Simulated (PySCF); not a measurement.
An equivalent PySCF input for K³⁺ (potassium, charge +3), [Ne] 3s2 3p4, high-spin 3P determinant, with no relativity, point nucleus:

```python
from pyscf import gto, scf, dft, mp, cc
import basis_set_exchange as bse
mol = gto.M(atom="K 0 0 0", charge=3, spin=2, symmetry="D2h",
            basis=gto.basis.parse(bse.get_basis("pcseg-2", elements=["K"], fmt="nwchem", header=False)))
mf = dft.UKS(mol, xc="LDA,VWN")
mf.irrep_nelec = {'Ag': (3, 3), 'B1u': (2, 1), 'B2u': (2, 2), 'B3u': (2, 1)}
mf.kernel()
```

It reaches the same state as the run whose output follows, with an energy that differs only through the grid. The run itself started from symmetry-adapted Hartree-Fock orbitals and held the occupation by maximum overlap, on a logarithmic radial grid, so the iterations belong to that start.

```
SCF conv_tol = 1e-09
number electrons alpha = 9  beta = 7
XC functionals = LDA,VWN
    P. A. M. Dirac.,  Math. Proc. Cambridge Philos. Soc. 26, 376 (1930)
    F. Bloch.,  Z. Phys. 57, 545 (1929)
    S. H. Vosko, L. Wilk, and M. Nusair.,  Can. J. Phys. 58, 1200 (1980)
cycle= 1 E= -595.165128591324  delta_E= -0.00476  |g|= 0.00815  |ddm|= 0.0763
cycle= 2 E= -595.165145457885  delta_E= -1.69e-05  |g|= 0.000613  |ddm|= 0.00455
cycle= 3 E= -595.165145597605  delta_E= -1.4e-07  |g|= 3.72e-05  |ddm|= 0.000477
cycle= 4 E= -595.16514559822  delta_E= -6.15e-10  |g|= 5e-06  |ddm|= 5.66e-05
converged SCF energy = -595.16514559822  <S^2> = 2.00104  2S+1 = 3.0006932
```
